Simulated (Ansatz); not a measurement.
Two members of one family (Rylene family), computed with Ansatz in the gas phase. The two geometries come from different levels. Binding counts from free atoms in the multiplicity of their measured ground term, without zero-point energy. Sets without diffuse functions give affinities that are too small. A dash marks a value that wasn't run or was left out as unsound. The structures are stationary points that may keep the symmetry of their start. Remarks come from the PBE and PBE0 runs and from stability tests at other levels; not every state was tested. A HOMO above zero means that the electron is unbound at that level and held by the basis, or that self-interaction error raises the level; the energy of removing that electron tells which.

First: perylene (singlet, charge 0, PBE-D4/def2-SVP geometry).

```csv
atom,x (Å),y (Å),z (Å)
C1,2.861,0.379,2.446
C2,3.570,0.279,1.259
C3,2.883,0.118,0.022
C4,3.600,0.014,-1.202
C5,2.920,-0.143,-2.400
C6,1.511,-0.201,-2.414
C7,0.752,-0.104,-1.240
C8,-0.721,-0.164,-1.251
C9,-1.451,-0.320,-2.438
C10,-2.861,-0.378,-2.446
C11,-3.570,-0.279,-1.259
C12,-2.883,-0.118,-0.022
C13,-3.600,-0.015,1.202
C14,-2.920,0.141,2.400
C15,-1.511,0.200,2.415
C16,-0.752,0.104,1.240
C17,0.721,0.164,1.251
C18,1.451,0.322,2.438
C19,1.441,0.060,0.011
C20,-1.441,-0.059,-0.011
H21,3.391,0.504,3.401
H22,4.669,0.323,1.253
H23,4.700,0.061,-1.179
H24,3.474,-0.224,-3.348
H25,1.007,-0.326,-3.383
H26,-0.923,-0.402,-3.398
H27,-3.391,-0.501,-3.402
H28,-4.669,-0.322,-1.253
H29,-4.700,-0.062,1.179
H30,-3.474,0.221,3.347
H31,-1.007,0.325,3.383
H32,0.923,0.405,3.398
```

| level | HOMO (eV) | LUMO (eV) | gap (eV) | vertical IE (eV) | vertical EA (eV) | vertical triplet (eV) | binding per atom (eV) |
| --- | --- | --- | --- | --- | --- | --- | --- |
| PBE-D4/def2-TZVP | -4.72 | -2.88 | 1.85 | 6.66 | 1.09 | 1.58 | 5.80 |
| r2SCAN-D4/def2-TZVP | -4.81 | -2.82 | 1.99 | – | – | – | 5.60 |
| B3LYP-D4/6-31G | -4.97 | -1.96 | 3.01 | – | – | – | 5.47 |
| PBE0-D4/def2-SVP | -5.41 | -2.19 | 3.22 | – | – | – | 5.77 |
| PBE0-D4/def2-TZVP | -5.41 | -2.23 | 3.17 | 6.73 | 1.03 | 1.66 | 5.67 |

Remarks: HOMO above zero (-1 doublet).

Second: terrylene (singlet, charge 0, r2SCAN-D4/def2-SVP geometry).

| atom | x (Å) | y (Å) | z (Å) |
| --- | --- | --- | --- |
| C1 | 2.7025 | -4.3813 | 2.2086 |
| C2 | 3.9612 | -3.8738 | 1.9521 |
| C3 | 4.1093 | -2.6149 | 1.3161 |
| C4 | 5.3934 | -2.0799 | 1.0457 |
| C5 | 5.5207 | -0.8514 | 0.4263 |
| C6 | 4.3789 | -0.1201 | 0.0590 |
| C7 | 3.0864 | -0.5983 | 0.3004 |
| C8 | 1.8900 | 0.1582 | -0.0794 |
| C9 | 1.9749 | 1.4043 | -0.7068 |
| C10 | 0.8413 | 2.1253 | -1.0709 |
| C11 | -0.4504 | 1.6462 | -0.8300 |
| C12 | -1.6412 | 2.4092 | -1.2153 |
| C13 | -1.5558 | 3.6563 | -1.8456 |
| C14 | -2.7025 | 4.3803 | -2.2104 |
| C15 | -3.9620 | 3.8739 | -1.9533 |
| C16 | -4.1087 | 2.6155 | -1.3164 |
| C17 | -5.3935 | 2.0802 | -1.0448 |
| C18 | -5.5207 | 0.8518 | -0.4254 |
| C19 | -4.3789 | 0.1205 | -0.0581 |
| C20 | -3.0864 | 0.5982 | -0.3004 |
| C21 | -1.8901 | -0.1578 | 0.0802 |
| C22 | -1.9749 | -1.4034 | 0.7086 |
| C23 | -0.8413 | -2.1249 | 1.0717 |
| C24 | 0.4504 | -1.6462 | 0.8300 |
| C25 | 1.6412 | -2.4097 | 1.2144 |
| C26 | 1.5558 | -3.6573 | 1.8438 |
| C27 | 2.9376 | -1.8697 | 0.9418 |
| C28 | 0.5871 | -0.3736 | 0.1888 |
| C29 | -0.5871 | 0.3740 | -0.1880 |
| C30 | -2.9376 | 1.8696 | -0.9418 |
| H31 | 2.5893 | -5.3526 | 2.6990 |
| H32 | 4.8597 | -4.4318 | 2.2323 |
| H33 | 6.2775 | -2.6562 | 1.3352 |
| H34 | 6.5118 | -0.4389 | 0.2173 |
| H35 | 4.5225 | 0.8461 | -0.4290 |
| H36 | 2.9498 | 1.8419 | -0.9273 |
| H37 | 0.9864 | 3.0909 | -1.5574 |
| H38 | -0.5806 | 4.0912 | -2.0680 |
| H39 | -2.5892 | 5.3511 | -2.7016 |
| H40 | -4.8596 | 4.4313 | -2.2332 |
| H41 | -6.2775 | 2.6561 | -1.3352 |
| H42 | -6.5119 | 0.4393 | -0.2164 |
| H43 | -4.5225 | -0.8457 | 0.4299 |
| H44 | -2.9499 | -1.8406 | 0.9299 |
| H45 | -0.9865 | -3.0901 | 1.5591 |
| H46 | 0.5807 | -4.0932 | 2.0645 |

Q: Estimate the same table for the second.

A: 
| level | HOMO (eV) | LUMO (eV) | gap (eV) | vertical IE (eV) | vertical EA (eV) | vertical triplet (eV) | binding per atom (eV) |
| --- | --- | --- | --- | --- | --- | --- | --- |
| PBE-D4/def2-TZVP | -4.43 | -3.17 | 1.26 | 6.07 | 1.67 | 1.07 | 5.95 |
| r2SCAN-D4/def2-TZVP | -4.50 | -3.14 | 1.36 | – | – | – | 5.75 |
| B3LYP-D4/6-31G | -4.59 | -2.35 | 2.24 | – | – | – | 5.61 |
| PBE0-D4/def2-SVP | -5.03 | -2.60 | 2.43 | – | – | – | 5.93 |
| PBE0-D4/def2-TZVP | -5.01 | -2.63 | 2.38 | 6.13 | 1.63 | 1.12 | 5.82 |
